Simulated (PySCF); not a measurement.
Choosing a molecule for a target property.

Each SMILES stands for a single optimised conformer of the isolated species (atoms past krypton carry core potentials, spin–orbit coupling is left out). Electronic properties by PySCF.

The conformers computed, where there is a choice (atom-mapped SMILES and torsion angles):
- `[CH3:1][CH2:2][c:3]1[cH:4][cH:5][cH:6][cH:7][c:8]1[SH:9]`: C1–C2–C3–C4 95°, H–S9–C8–C7 2°
- `[CH3:1][S:2][C:3]1=[CH:4][CH:5]=[CH:6][C:7]12[CH2:8][CH2:9]2`: C1–S2–C3–C4 0°
- `[CH2:1]=[CH:2][SiH2:3][C:4]([NH2:5])=[O:6]`: C1–C2–Si3–C4 -102°, C2–Si3–C4–N5 13°, H–N5–C4–Si3 0°, H–N5–C4–Si3 178°
- `[PH2:1][SiH2:2][SiH2:3][CH:4]1[CH2:5][CH2:6][CH2:7]1`: P1–Si2–Si3–C4 177°, Si2–Si3–C4–C5 -168°, H–P1–Si2–Si3 -46°, H–P1–Si2–Si3 48°

(1) Wanted: lowest singlet excitation below 5.6 eV (TDDFT CAM-B3LYP/def2-SVPD) and static isotropic polarisability below 80 au (CAM-B3LYP/def2-SVPD), at PBE0-D3(BJ)/def2-SVP geometries. Which candidate meets both?
A. `C=C[SiH2]C(N)=O`
B. `CP(C)C`
C. `[SnH]([CH2]C)([CH3])[CH3]`
D. `P[SiH2][SiH2]C1CCC1`
E. `CSC1=CC=CC12CC2`
F. `CCc1ccccc1S`

(2) Wanted: electronic spatial extent ⟨r²⟩ about the centre of nuclear charge between 700 bohr² and 1000 bohr² (CAM-B3LYP/def2-SVPD) and HOMO–LUMO gap above 7.7 eV (CAM-B3LYP/def2-SVPD), at PBE0-D3(BJ)/def2-SVP geometries. Which candidate meets both?
A. `C=C[SiH2]C(N)=O`
B. `CCC1=CC=CC=C1S`
C. `C1=CC2(C(=C1)SC)CC2`
D. `CP(C)C`

(3) Wanted: dipole moment between 1 D and 3 D (CAM-B3LYP/def2-SVPD) and HOMO energy below -7 eV (CAM-B3LYP/def2-SVPD), at PBE0-D3(BJ)/def2-SVP geometries. Which candidate meets both?
A. `CCC1=CC=CC=C1S`
B. `CP(C)C`
C. `C=C[SiH2]C(N)=O`
D. `C1=CC2(C(=C1)SC)CC2`

## Answers

(1) A. Computed values:
| species | lowest singlet excitation | static isotropic polarisability |
| --- | --- | --- |
| CSC1=CC=CC12CC2 | 4.34 eV | 112.5 au |
| C=C[SiH2]C(N)=O | 4.82 eV | 76.7 au |
| CCc1ccccc1S | 5.00 eV | 114.4 au |
| P[SiH2][SiH2]C1CCC1 | 6.16 eV | 133.4 au |
| CP(C)C | 6.36 eV | 66.1 au |
| [SnH]([CH2]C)([CH3])[CH3] | 6.92 eV | 92.4 au |

(2) A. Computed values:
```csv
species,electronic spatial extent ⟨r²⟩ about the centre of nuclear charge,HOMO–LUMO gap
CP(C)C,440 bohr²,9.08 eV
C=C[SiH2]C(N)=O,864 bohr²,8.52 eV
C1=CC2(C(=C1)SC)CC2,1398 bohr²,7.17 eV
CCC1=CC=CC=C1S,1448 bohr²,8.13 eV
```

(3) B. Computed values:
```csv
species,dipole moment,HOMO energy
C1=CC2(C(=C1)SC)CC2,0.43 D,-6.71 eV
CCC1=CC=CC=C1S,0.73 D,-7.50 eV
CP(C)C,1.25 D,-7.68 eV
C=C[SiH2]C(N)=O,4.51 D,-8.35 eV
```
